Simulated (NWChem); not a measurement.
System: CH5NOSi2; SMILES C1=N[SiH2][SiH2]O1

```xyz
10

C      1.5613    -0.0382     0.0000
N      1.0223    -1.1904     0.0000
Si    -0.7452    -1.2057     0.0000
Si    -0.7951     1.1404     0.0000
O      0.9351     1.1770     0.0000
H      2.6456     0.0968     0.0000
H     -1.2812    -1.8842     1.2085
H     -1.2812    -1.8842    -1.2085
H     -1.2614     1.8658    -1.2096
H     -1.2614     1.8658     1.2096
```
Atoms are numbered in this order, from 1.

Results from NWChem. The geometry was optimised at B3LYP/6-31G* (spherical d). B3LYP is NWChem's, with the RPA form of VWN correlation. Total energies compare along this basis series because the functional is fixed.

```
level              basis functions  energy (Ha)  highest occupied level (eV)  orbital gap (eV)  dipole (D)
-----------------  ---------------  -----------  ---------------------------  ----------------  ----------
B3LYP/cc-pVDZ                  103    -750.1413                        -7.00              6.49        1.34
B3LYP/aug-cc-pVDZ              168    -750.1596                        -7.21              6.36        1.46
B3LYP/cc-pVTZ                  228    -750.2363                        -7.16              6.44        1.34
```
